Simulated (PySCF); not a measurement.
# Computed data sheet: `CCO[SiH](F)F`

C2H6F2OSi.
Structure used (GFN2-xTB), in Å, numbered top down from 1:
```xyz
12
C2H6F2OSi angstrom
C     -1.8056   -0.0919   -0.4312
C     -0.6459   -0.3144    0.5267
O      0.4179    0.5399    0.1827
Si     1.9937    0.3648    0.0476
F      2.3705   -0.7934   -0.9886
F      2.4484    1.7088   -0.6612
H     -2.6427   -0.7254   -0.1514
H     -2.1171    0.9488   -0.4006
H     -1.4993   -0.3326   -1.4460
H     -0.9454   -0.0779    1.5542
H     -0.3196   -1.3585    0.4904
H      2.7464    0.1311    1.2514
```

**GFN2-xTB geometry**

| Quantity | Value |
| --- | --- |
| Point group of the GFN2-xTB geometry | C1 |
| Rotational constants A, B, C of the GFN2-xTB geometry | 5.380, 1.608, 1.438 GHz |

From CAM-B3LYP/def2-SVPD ground state and vertical TDDFT (core frozen in the response) (PySCF):

| Quantity | Value |
| --- | --- |
| Dipole moment | 3.05 D |
| HOMO energy | -10.50 eV |
| LUMO energy | 1.10 eV |
| HOMO–LUMO gap | 11.60 eV |
| Lowest singlet excitation | 8.27 eV (150 nm, f = 0.007) |
| Strongest line among the 8 lowest singlet transitions | S6 at 9.50 eV (130 nm, f = 0.085) |
| Lowest triplet excitation (Tamm–Dancoff) | 8.05 eV |
| Static isotropic polarisability | 51.6 au |
| Electronic spatial extent ⟨r²⟩ about the centre of nuclear charge | 847 bohr² |

**PBE0/pcSseg-1 ground state and GIAO shieldings, non-relativistic (PySCF)**

| Item | Value |
| --- | --- |
| Lowest Hirshfeld atomic charge | -0.22 e on O3 |
| Highest Hirshfeld atomic charge | +0.55 e on Si4 |
| 13C chemical shifts (computed TMS as zero) by class | 61.8 (C2), 20.6 (C1) ppm |
| 1H chemical shifts (computed TMS as zero) by class | 4.39 (H12), 4.21 (H10/H11), 1.40 (H7/H8/H9) ppm |
| Isotropic shieldings of nuclei other than C and H, by class | 272 (O3), 320 (F5/F6), 417 (Si4) ppm |
| Mayer bond orders between heavy atoms | C1–C2 1.06, C2–O3 0.84, O3–Si4 1.07, Si4–F5 0.94, Si4–F6 0.97 |

From delta-SCF UKS SCAN, pcX-2 on the ionised atom, pcseg-1 elsewhere, spin-free X2C; 2p3/2 from a spin–orbit splitting computed afterwards within the 2p shell (PySCF):

| Item | Value |
| --- | --- |
| Core binding energies | Si2p3/2 109.3 (Si4), C1s 291.0 (C1), C1s 293.0 (C2), O1s 538.8 (O3), F1s 692.8 (F5/F6), Si1s 1849.5 (Si4) eV |

Monoisotopic mass from the formula: 112.0156 u.

 In wavenumbers S1 is 66700 cm⁻¹ (1 eV = 8065.54 cm⁻¹). The rotational constants make it an asymmetric top with κ = (2B − A − C)/(A − C) = -0.91, nearer the prolate limit (−1). The dipole equals about 10.2 × 10⁻³⁰ C·m (1 D = 3.33564 × 10⁻³⁰ C·m).

The structure is a single GFN2-xTB conformer in the gas phase; no vibrational or solvent corrections. GFN2-xTB frequencies show an imaginary mode (27i cm⁻¹), so this geometry is no minimum at that level. NMR classes are plain means over equivalent atoms (diastereotopic ones count apart unless rotation or inversion swaps them), as if these changed places fast; in this geometry the members of some classes differ.
